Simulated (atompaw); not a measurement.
# hydrogen: one change to a PAW (atompaw) potential, before and after

```
Element                 : hydrogen
Generator               : atompaw 4.2.0.5
Type                    : PAW
Functional              : PBE
Relativity              : scalar-relativistic
Frozen core             : none
Valence charge          : 1
Reference configuration : 1s1
Partial waves           : 1s (bound): rc 1.20 bohr; 1s channel at 0.65 Ry: rc 1.20 bohr; 2p channel at 0.35 Ry: rc 1.00 bohr; 2p channel at 1.7 Ry: rc 1.00 bohr
Local potential         : troulliermartins scheme with l = 2 at 0 Ry, radius 1.10 bohr
Core correction         : none
Augmentation charge     : besselshape compensation charge, radius 0.90 bohr; PAW radius 1.20 bohr; waves and projectors: custom rrkj vanderbiltortho
```

Change: all radii scaled by about 0.85 (s 1.02, p 0.86 bohr); local potential troulliermartins scheme with l = 2 at 0 Ry, radius 0.94 bohr; augmentation besselshape compensation charge, radius 0.76 bohr; PAW radius 1.02 bohr; waves and projectors: custom rrkj vanderbiltortho.

Cutoffs: the cutoffs (Ry, on a coarse ladder) from which the occupation-weighted sum of valence levels, in a spherical-Bessel basis at the reference potential, stays within 10 and 1 mRy of its value at 400 Ry; they do not see the model core or the augmentation charge, which bear on the density cutoff.

Task: What does the change do?

Result: The potential gets harder (15 Ry and 25 Ry → 18 Ry and 35 Ry); neither file shows a bound ghost. A smaller radius makes the pseudo-wave follow the all-electron one further in, where it bends more sharply, so more plane waves are needed.

| quantity | base | changed |
| --- | --- | --- |
| cutoff, loose | 15 Ry | 18 Ry |
| cutoff, tight | 25 Ry | 35 Ry |
| bound ghosts | none | none |
| lowest overlap eigenvalue by channel | s 0.99, p 0.98 | s 0.99, p 0.95 |

 The cutoffs see the waves, projectors and local potential, not the compensation charge or the core.
